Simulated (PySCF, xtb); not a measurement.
C2H9NOSi2, SMILES CN1C[Si@@H](O)[SiH2]1.

GFN2-xTB run with xtb at its own geometry gives an orbital gap of 3.74 eV and a dipole moment of 1.26 D.

Geometry: ωB97X-D3(BJ)/def2-SVP. The structure was generated by enumeration; whether it is a known compound was not checked. Other conformers were not sampled.

Task: What does ωB97X/def2-TZVP (PySCF) give? (Estimate from the structure and the level; the computed values follow.)

Result: gap 10.47 eV (levels -8.63 and 1.84 eV), dipole 1.56 D.
